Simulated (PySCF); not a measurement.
Structure problem from calculated spectra and properties.

Formula: C8H9B.

- UV, strongest line: among the 10 lowest singlet transitions: S2 at 4.26 eV (291 nm, f = 0.448) [TDDFT CAM-B3LYP/def2-SVPD]
- Rotational structure: rotational constants A, B, C: 2.883, 0.741, 0.594 GHz [PBE0-D3(BJ)/def2-SVP]
- 13C NMR: chemical shifts (computed TMS as zero) by class: 137.7 (1 C), 131.3 (1 C), 119.0 (1 C), 108.1 (1 C), 104.9 (1 C), 70.0 (1 C), 13.6 (2 C) ppm [GIAO HF/pcSseg-1]
- Triplet: lowest triplet excitation (Tamm–Dancoff): 2.52 eV [TDA CAM-B3LYP/def2-SVPD]
- Dipole: 0.60 D [CAM-B3LYP/def2-SVPD]
- Valence photoelectron: vertical ionisation energy: 8.74 eV [ΔSCF CAM-B3LYP/def2-SVPD]

Electronic properties: PySCF, gas phase, density fitting. Levels stand in brackets. Isolated species at its PBE0-D3(BJ)/def2-SVP geometry, gas phase. NMR values are class means; diastereotopic atoms form classes of their own.

Q: Give a SMILES that accounts for the data.

A: Numbering: `[CH:1]#[C:2]/[CH:3]=[CH:4]\[C:5]#[C:6][B:7]([CH3:8])[CH3:9]`. 8 carbons fall into 7 classes; from least to most shielded: alkene CH carbon [C3] (137.7 ppm), alkene CH carbon [C4] (131.3 ppm), alkyne carbon [C5] (119.0 ppm), alkyne carbon [C6] (108.1 ppm), terminal alkyne carbon [C1] (104.9 ppm), alkyne carbon [C2] (70.0 ppm), sp3 carbon bound to boron [C8/C9] (13.6 ppm, 2 C). The first electron is taken from the HOMO, whose largest Löwdin shares are 0.18 on an alkyne carbon, 0.16 on each of 2 atoms of one kind (alkene CH carbon) and 0.16 on the terminal alkyne carbon. By its constants the optimised geometry is an asymmetric top. Structure: `C#C/C=C\C#CB(C)C`. Computed isomers that give other values at the same levels: `C#C/C=C/C#CB(C)C` (13C chemical shifts (computed TMS as zero) by class: 134.4 (1 C), 133.8 (1 C), 122.4 (1 C), 105.2 (1 C), 98.9 (1 C), 72.8 (1 C), 14.2 (2 C) ppm); `BCC1c2ccccc21` (13C chemical shifts (computed TMS as zero) by class: 143.4 (2 C), 135.0 (2 C), 121.0 (2 C), 39.9 (1 C), 28.0 (1 C) ppm); `BC1=C[C@@H]2[C@@H]3C=C[C@H]1[C@H]23` (13C chemical shifts (computed TMS as zero) by class: 165.6 (1 C), 157.8 (1 C), 145.3 (1 C), 124.7 (1 C), 49.4 (1 C), 45.6 (1 C), 39.2 (1 C), 36.8 (1 C) ppm). The assignments are read from this structure; whether some other isomer fits the data as well wasn't checked.
